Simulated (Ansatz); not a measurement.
```xyz
9

F    -2.096    0.101   -0.015
B    -1.247   -0.931   -0.081
N     0.126   -0.661   -0.046
Si    0.869    0.918    0.076
H    -1.694   -2.037   -0.166
H     0.742   -1.457   -0.097
H     0.493    1.773   -1.077
H     0.470    1.599    1.331
H     2.336    0.695    0.074
```

Total charge 0; spin multiplicity 1.

Problem. List the PBE/def2-TZVPP orbital energies in eV (Ansatz). (Best estimate.)

Solution. The calculation gave: Occupied: -1780.02, -659.92, -380.58, -178.08, -137.74, -94.50, -94.46, -94.44, -29.90, -21.65, -13.84, -13.57, -12.11, -10.93, -10.69, -10.01, -8.91, -8.50, -8.08, -7.11. Lowest empty: -0.70, -0.57, 0.49, 0.75, 1.02, 1.05, 1.81, 2.50.
